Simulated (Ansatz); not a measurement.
A run on H8N2OSi2 (`N[SiH](O)N[SiH3]`) with other settings.

```yaml
crystal:
  periodic: [false, false, false]
  atoms:
    - {symbol: N, position_ang: [-1.344878, -0.339060, 1.864606]}
    - {symbol: Si, position_ang: [-1.033323, -0.191058, 0.194993]}
    - {symbol: O, position_ang: [-0.763339, -1.551115, -0.694769]}
    - {symbol: N, position_ang: [0.389903, 0.761903, 0.046802]}
    - {symbol: Si, position_ang: [1.577097, 0.676712, -1.205446]}
    - {symbol: H, position_ang: [-0.616610, -0.557213, 2.524619]}
    - {symbol: H, position_ang: [-2.251396, -0.621028, 2.199368]}
    - {symbol: H, position_ang: [-2.262836, 0.360333, -0.415428]}
    - {symbol: H, position_ang: [-0.005207, -2.092150, -0.467282]}
    - {symbol: H, position_ang: [0.470814, 1.545604, 0.677548]}
    - {symbol: H, position_ang: [2.231935, -0.660274, -1.235159]}
    - {symbol: H, position_ang: [2.610199, 1.705799, -0.914053]}
    - {symbol: H, position_ang: [1.018139, 0.926746, -2.560899]}
basis:
  gaussian: {orbitals: cc-pVTZ-DK}
total_charge: -1
magnetization: {spin_polarized: true, initial_magnetization: 1}
hamiltonian: {xc: {name: SVWN5}}
output: {forces: true}
```

```sh
$ ansatz run in.yaml --threads 4 --pin off --events-out ev --progress --plain --max-ram 10444MiB
```

Output, abridged:

```
Functional definition: SVWN5
1541 factors; their error is unknown
mean field evaluation 1: about -20836.8970 eV, gradient 5.9e1 eV
mean field evaluation 2: about -20799.7716 eV, gradient 1.1e2 eV
mean field evaluation 4: about -20849.4106 eV, gradient 1.3e1 eV
mean field evaluation 8: about -20850.1559 eV, gradient 5.0e-1 eV
mean field evaluation 16: about -20850.0931 eV, gradient 4.0e-4 eV
mean field -20850.09306388 eV, -766.2267873968 hartree, gradient 2.2e-5 eV, S^2 0.750496; 2 other end points of the search recorded, 0 dependent functions left out
reference -20850.09311004 eV, -766.2267890933 hartree; 30, 29 occupied and 240, 241 virtual orbitals, 1541 factors
Total energy: -20850.09311004 eV, -766.2267890933 hartree
Relativity: scalar
Atom 0 at    -1.344878    -0.339060     1.864606 Å, force    -0.141663     0.570790    -0.408806 eV/Å
Atom 1 at    -1.033323    -0.191058     0.194993 Å, force     1.018484    -0.301864     0.186161 eV/Å
Atom 2 at    -0.763339    -1.551115    -0.694769 Å, force    -1.464170     0.282154    -0.750701 eV/Å
Atom 3 at     0.389903     0.761903     0.046802 Å, force    -0.260437    -0.504149    -0.368866 eV/Å
Atom 4 at     1.577097     0.676712    -1.205446 Å, force    -0.015736    -0.258820    -0.203004 eV/Å
Atom 5 at    -0.616610    -0.557213     2.524619 Å, force     0.660315    -0.175147     0.330897 eV/Å
Atom 6 at    -2.251396    -0.621028     2.199368 Å, force    -0.830792    -0.286734     0.316607 eV/Å
Atom 7 at    -2.262836     0.360333    -0.415428 Å, force    -0.407467     0.147259    -0.141416 eV/Å
Atom 8 at    -0.005207    -2.092150    -0.467282 Å, force     1.117328    -0.475110     0.430471 eV/Å
Atom 9 at     0.470814     1.545604     0.677548 Å, force     0.167444     0.862530     0.693258 eV/Å
Atom 10 at     2.231935    -0.660274    -1.235159 Å, force     0.085915    -0.381779     0.020749 eV/Å
Atom 11 at     2.610199     1.705799    -0.914053 Å, force     0.133200     0.451755     0.224907 eV/Å
Atom 12 at     1.018139     0.926746    -2.560899 Å, force    -0.062421     0.069114    -0.330256 eV/Å
Dipole moment:    -0.309505    -0.062407     0.246870 e Å
```

Hardware: 4 threads of an AMD EPYC 7B13 on a shared host. Wall time 4.1 s, peak host memory 0.58 GiB.
